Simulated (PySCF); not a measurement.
VOF₃, SMILES [O]=[V]([F])([F])[F], multiplicity 1. Geometry optimised at ωB97X-D3(BJ)/def2-SVP. The spin state was assumed, not searched. The isomer is the one that the SMILES or the coordinates give; other isomers of the formula were not compared.

Calculation: PySCF with ωB97X-D3(BJ)/def2-SVP.

Harmonic wavenumbers (cm⁻¹): 213, 213, 272, 332, 332, 771, 853, 853, 1234. Rotational constants (GHz): 3.960, 3.960, 3.400; symmetry number 3.

### Question
Work out the zero-point energy and the ideal-gas rigid-rotor harmonic-oscillator thermochemistry at 298.15 K and 1 atm.

### Answer
ZPE = ½ Σ hcν = ½ × 5072 cm⁻¹ = 30.33 kJ/mol. H − E(el) = 46.90 kJ/mol. Entropy in J/(mol K): translation 168.86, rotation 100.50, vibration 36.51, total 305.86. G − E(el) = -44.29 kJ/mol. Cp = 77.65 J/(mol K).
